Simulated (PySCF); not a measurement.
A structure optimised at PBE-D3(BJ)/def2-SVP, used in a PySCF frequency run:

```xyz
11

C     -1.0244     1.8508     0.0000
C     -0.2216     0.7659     0.0000
O      1.1794     0.7964     0.0000
C      1.3736    -0.6637     0.0000
B     -0.2237    -0.7990     0.0000
O     -1.1764    -1.7556     0.0000
H     -2.1142     1.7113     0.0000
H     -0.6189     2.8748     0.0000
H      1.9373    -0.9879     0.9026
H      1.9373    -0.9879    -0.9026
H     -0.8117    -2.6596     0.0000
```

**Question.** Write its SMILES, formula and point group.

**Answer.** C=C1OCB1O, C3H5BO2, Cs

**Question.** What are its rotational constants (standard atomic weights)?

**Answer.** 5.3488, 3.5359, 2.1586 GHz
